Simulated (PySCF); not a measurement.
**BP86 on I²⁺ (iodine, charge +2)**

Configuration: [Kr] 4d10 5s2 5p3, high-spin 4S determinant. All numbers are calculated (PySCF 2.14, scalar relativity through the core potential, in cc-pVTZ-PP with ECP28MDF).

- Total energy: -294.7303 hartree
- One-electron energy: -495.9448 hartree
- Hartree (Coulomb) energy: 222.8055 hartree
- Exchange-correlation energy: -21.5910 hartree
- ⟨S²⟩: 3.7505
- ⟨L²⟩: 0.000
- Sum of ⟨r⟩: 26.10 bohr
- Sum of ⟨r²⟩: 39.92 bohr²
- Time after the integrals: 0.26 s of wall time on 1 thread of Neoverse-V2 (shared host)

| shell | electrons | mean orbital energy (eV) | rms radius, mean of both spins (bohr) |
| --- | --- | --- | --- |
| 4s α | 1 | -200.80 | 0.795 |
| 4s β | 1 | -200.51 | 0.795 |
| 4p α | 3 | -147.34 | 0.854 |
| 4p β | 3 | -147.05 | 0.854 |
| 4d α | 5 | -70.377 | 1.00 |
| 4d β | 5 | -69.934 | 1.00 |
| 5s α | 1 | -37.118 | 1.98 |
| 5s β | 1 | -34.779 | 1.98 |
| 5p α | 3 | -25.512 | 2.34 |

Energies and moments cover only the electrons outside the core potential.
